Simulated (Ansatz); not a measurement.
Frontier orbitals of `C[N](C)[Y]([N](C)C)[N](C)C`.

Charge 0, multiplicity 1. Correlated methods include outer-core shells of Y, which these sets cover unevenly. Y takes the def2 core potential. The structure was optimised at the PBE0-D4/def2-TZVP level. It is one conformer, not always the lowest. Basis def2-TZVPP, the Gaussian-basis code of Ansatz.

| functional | HOMO (eV) | LUMO (eV) | gap (eV) |
| --- | --- | --- | --- |
| LDA (SPW92) | -4.36 | -2.12 | 2.24 |
| PBE | -4.23 | -1.92 | 2.31 |
| PBE0 | -5.42 | -1.19 | 4.23 |
| r2SCAN0 | -5.57 | -0.99 | 4.58 |
| LC-ωPBE | -8.03 | 0.68 | 8.71 |
| ωB97M-V | -7.70 | -0.03 | 7.67 |
| HF | -8.42 | 0.93 | 9.35 |

Against PBE, PBE0 changes HOMO and LUMO by −1.19 and +0.73 eV, ωB97M-V by −3.47 and +1.90 eV. A gap of 2.31 eV thus becomes 7.67 eV for the same molecule, so an orbital gap means little without its functional.

LC-ωPBE has ω = 0.4 bohr⁻¹.
